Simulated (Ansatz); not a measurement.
Reaction (formal exchange of groups at a B–S bond): `CSB(F)[SiH3]` + `C#CBO` → `OBB(F)[SiH3]` + `C#CSC`

Calculated with Ansatz (gas phase, PBE0-D4/def2-TZVP geometries, no zero-point term in ΔE). CBS: MP2 limit from def2 TZ/QZ plus the TZ coupled-cluster correction, frozen cores. Functionals use def2-TZVPP. Each species was taken in one conformer, which may not be the lowest.

| level | ΔE (kJ/mol) |
| --- | --- |
| PBE0-D4 | 197.4 |
| HF/CBS(def2) | 197.2 |

What does CCSD(T)/CBS give? (Estimate.)

Ansatz gave: +204.6 kJ/mol. The listed levels differ from it by -7.2, -7.4 kJ/mol.

Largest T1 diagnostic among the species: 0.015.

The D4 term adds +5.1 kJ/mol with B3LYP and +2.7 kJ/mol with PBE0; it sums over pairs of atoms, weighted by their polarisabilities, and B3LYP, whose exchange is more repulsive, gets the larger term. In def2-TZVPP, CCSD(T) changes the Hartree–Fock value by +6.7 kJ/mol (the triples alone add +2.3 kJ/mol) and MP2 by +11.5 kJ/mol.

B3LYP here is the variant with VWN-RPA as its local correlation; programs differ in this.
